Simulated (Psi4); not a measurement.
F3Sn (SMILES [F][Sn]([F])[F]), doublet, at a GFN2-xTB geometry (such geometries of metal compounds can be far from the true shape) (the spin is typed, not shown lowest) (core potentials on Sn); CAM-B3LYP/def2-SV(P) run with Psi4.

Psi4 was given this input:
```
memory 2 GB

molecule mol {
0 2
Sn   -0.025325    0.045338    0.108720
F    -1.772595   -1.241490   -0.142447
F     0.032899    1.905935   -1.034413
F     1.880389   -0.916323    0.572862
}

set {
  basis def2-sv(p)
  reference uks
}

energy('cam-b3lyp')
print_variables()
```

It wrote (shortened):

```
   => Loading Basis Set <=

    Name: DEF2-SV(P)
    Role: ORBITAL
    Keyword: BASIS

    !!!  WARNING: ECP capability is in beta. Please check occupations closely.  !!!

         ---------------------------------------------------------
                                   SCF
               by Justin Turney, Rob Parrish, Andy Simmonett
                          and Daniel G. A. Smith
                              UKS Reference
         ---------------------------------------------------------

  ==> Geometry <==

    Molecular point group: c1
    Full point group: C1

    Geometry (in Angstrom), charge = 0, multiplicity = 2:

       Center              X                  Y                   Z               Mass
    ------------   -----------------  -----------------  -----------------  -----------------
         SN          -0.023269679248     0.041658770205     0.099896977448   119.902201630000
         F           -1.770539679248    -1.245169229795    -0.151270022552    18.998403162730
         F            0.034954320752     1.902255770205    -1.043236022552    18.998403162730
         F            1.882444320752    -0.920002229795     0.564038977448    18.998403162730

  Running in c1 symmetry.

  Rotational constants: A =      0.12288  B =      0.12288  C =      0.06355 [cm^-1]
  Rotational constants: A =   3683.89543  B =   3683.89424  C =   1905.29397 [MHz]
  Nuclear repulsion =  178.307024709718092

  Charge       = 0
  Multiplicity = 2
  Electrons    = 49
  Nalpha       = 25
  Nbeta        = 24

  ==> Algorithm <==

  SCF Algorithm Type is DF.
  DIIS enabled.
  MOM disabled.
  Fractional occupation disabled.
  Guess Type is SAD.
  Energy threshold   = 1.00e-06
  Density threshold  = 1.00e-06
  Integral threshold = 1.00e-12

  ==> Primary Basis <==

  Basis Set: DEF2-SV(P)
    Blend: DEF2-SV(P)
    Number of shells: 28
    Number of basis functions: 68
    Number of Cartesian functions: 73
    Spherical Harmonics?: true
    Max angular momentum: 2

  Core potential: DEF2-SV(P)
    Number of shells: 4
    Number of ECP primitives: 18
    Number of ECP core electrons: 28
    Max angular momentum: 3

  ==> DFT Potential <==

   => LibXC <=

    Version 7.1.2
    S. Lehtola, C. Steigemann, M. J. T. Oliveira, and M. A. L. Marques,  SoftwareX 7, 1–5 (2018) (10.1016/j.softx.2017.11.002)

   => Composite Functional: CAM-B3LYP <=

    CAM-B3LYP Hyb-GGA Exchange-Correlation Functional

[...]
      Ntotal   =   49.0000453519 ; deviation = 4.535e-05

   @Spin Contamination Metric:   2.140944147E-02
   @S^2 Expected:                7.500000000E-01
   @S^2 Observed:                7.714094415E-01
   @S   Expected:                5.000000000E-01
   @S   Observed:                5.000000000E-01

    Orbital Energies [Eh]
    ---------------------

    Alpha Occupied:

[...]
      25A     -0.375276

    Alpha Virtual:

[...]
      68A     51.481590

    Beta Occupied:

[...]
    Beta Virtual:

[...]
    Final Occupation by Irrep:
              A
    DOCC [    24 ]
    SOCC [     1 ]
    NA   [    25 ]
    NB   [    24 ]

  @DF-UKS Final Energy:  -513.48228989967868

   => Energetics <=

    Nuclear Repulsion Energy =            178.3070247097180925
    One-Electron Energy =               -1150.4132651811310097
    Two-Electron Energy =                 495.0259744570920475
    DFT Exchange-Correlation Energy =     -36.4020238853577993
    Empirical Dispersion Energy =           0.0000000000000000
    VV10 Nonlocal Energy =                  0.0000000000000000
    Total Energy =                       -513.4822898996786762

  UHF NO Occupations:
  HONO-2 :   23  A 1.9954210
  HONO-1 :   24  A 1.9954193
  HONO-0 :   25  A 1.0000000
  LUNO+0 :   26  A 0.0045807
  LUNO+1 :   27  A 0.0045790
  LUNO+2 :   28  A 0.0014272
  LUNO+3 :   29  A 0.0000249

Computation Completed

Properties will be evaluated at   0.000000,   0.000000,   0.000000 [a0]

Properties computed using the SCF density matrix

 Multipole Moments:

 ------------------------------------------------------------------------------------
     Multipole            Electronic (a.u.)      Nuclear  (a.u.)        Total (a.u.)
 ------------------------------------------------------------------------------------

 L = 1.  Multiply by 2.5417464519 to convert [e a0] to [Debye]
 Dipole X            :         -1.6456619            1.5302959           -0.1153660
 Dipole Y            :          2.9460811           -2.7396272            0.2064539
 Dipole Z            :          7.0647777           -6.5695764            0.4952014
 Magnitude           :                                                    0.5487777

 ------------------------------------------------------------------------------------

  Variable Map:
  ----------------------------------------------------------------------------
[...]
  Array Variable Map:
  ----------------------------------------------------------------------------
[...]
[...]
```
